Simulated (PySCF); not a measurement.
hexafluorocyclobutene (C4F6), SMILES C1(F)C(F)(C(F)(F)C=1F)F.

Geometry optimised at B3LYP-D3(BJ)/def2-SVP.

Level of theory: r2SCAN/def2-SVP in PySCF.

Symmetry labels are those of the subgroup C2v that the program uses (full group C2v).

**Question.** List the valence orbital energies around the gap with their symmetry. (An estimate is asked for; the answer gives what the named calculation found.)

**Answer.** 
```
orbital  symmetry  energy (eV)
-------  --------  -----------
HOMO−7         B2       -11.39
HOMO−6         A2       -10.92
HOMO−5         B2       -10.77
HOMO−4         A1       -10.52
HOMO−3         A2       -10.34
HOMO−2         B1       -10.06
HOMO−1         A1        -8.22
HOMO           B2        -7.82
LUMO           A2        -1.74
LUMO+1         A1         0.01
LUMO+2         B2         1.69
LUMO+3         B1         3.25
```
